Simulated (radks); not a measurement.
The numbers below are computed, except where a source is named.
All-electron atom: the iridium ion Ir13+ in [Kr] 4d10 4f14 5s2 5p2. Level of theory: Dirac Kohn-Sham, PBE, spin-unpolarised, spherical densities, finite nucleus; open shells fill j = l - 1/2 first; Fermi nuclear charge, rms radius 5.4032 fm (a radial shooting solver on a logarithmic mesh with Libxc functionals).

Radial electron density D(r) = 4 pi r^2 rho(r):

| r (bohr) | D(r) (e/bohr) |
|---|---|
| 0.0022 | 28.95 |
| 0.002865 | 40.44 |
| 0.003761 | 55.26 |
| 0.004936 | 72.34 |
| 0.006428 | 89.18 |
| 0.008437 | 103.4 |
| 0.01107 | 110.4 |
| 0.01442 | 108.4 |
| 0.01893 | 100.8 |
| 0.02484 | 98.20 |
| 0.03235 | 109.9 |
| 0.04246 | 132.2 |
| 0.05574 | 141.8 |
| 0.07258 | 126.2 |
| 0.09526 | 110.7 |
| 0.125 | 123.5 |
| 0.1628 | 129.0 |
| 0.2137 | 93.69 |
| 0.2805 | 70.65 |
| 0.3682 | 82.20 |
| 0.4794 | 72.26 |
| 0.6293 | 39.81 |
| 0.826 | 17.97 |
| 1.076 | 7.242 |
| 1.412 | 1.618 |
| 1.853 | 0.1379 |
| 2.413 | 0.003597 |

D(r) has 4 maxima, at r = 0.0118, 0.0536, 0.149, 0.393 bohr, and minima at 0.0231, 0.0968, 0.278 bohr, inside which lie 2.02, 11.13, 30.07 electrons.
